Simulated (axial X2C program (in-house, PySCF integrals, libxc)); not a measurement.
## LiTl⁺: cheaper levels and CCSD(T), two-component

Calculated with an in-house relativistic program for diatomic molecules. Two-component (2c) means X2C with spin–orbit coupling and atomic mean-field two-electron Coulomb and Gaunt terms. Basis: Tl dyall-cv3z [12s14p10d7f1g], Li dyall-cv3z [7s8p2d] (cores contracted in-house); Gaussian nuclei, density fitting, unrestricted open shells. Masses: Tl 204.974 u, Li 7.016 u.

State: Ω = 1/2 (⟨Sz⟩ = 0.37, ⟨Lz⟩ = 0.13 at HF); fragments Tl + Li+.

| level | Re (Å) | ωe (cm⁻¹) | De (eV) |
| --- | --- | --- | --- |
| PBE0 | 3.223 | 169.0 | 0.965 |
| HF | 3.216 | 176.2 | 0.846 |
| MP2 | 3.238 | 170.9 | 0.780 |
| CCSD | 3.195 | 181.1 | 0.810 |
| B3LYP | 3.229 | 160.7 | 0.910 |

Correlated methods: 13 electrons correlated (number of frozen shells: Tl 5 s, 4 p, 2 d, 1 f; Li 1 s), 249 virtual spin orbitals or spinors in MP2, 90 natural virtuals in coupled cluster.

CCSD(T), same Hamiltonian and basis:

Re = 3.200 Å, ωe = 180.6 cm⁻¹, De = 0.81 eV; T1 = 0.015 (Lee–Taylor normalisation).

Task: Give the differences from CCSD(T) in the columns below.

Result: 

```csv
level,ΔRe (Å),Δωe (cm⁻¹),ΔDe (eV)
PBE0,0.023,-11.6,0.15
HF,0.016,-4.4,0.04
MP2,0.038,-9.7,-0.03
CCSD,-0.005,0.5,0.00
B3LYP,0.029,-19.9,0.10
```

The state is one determinant whose occupation by symmetry is held fixed; it was picked as the lowest of a PBE0 search that is not exhaustive. Dissociation energies refer to the lowest single-determinant-based atoms at the same level and basis. Density functionals use the spin component along the axis (collinear). Coupled cluster ran in a truncated set of natural virtual spinors; the MP2 energy of the rest was added. (T) has no such correction and the atoms are truncated less, which lowers De at CCSD(T) by a hundredth of an eV or more. Without a current term, density functionals place determinants with orbital angular momentum somewhat too high.
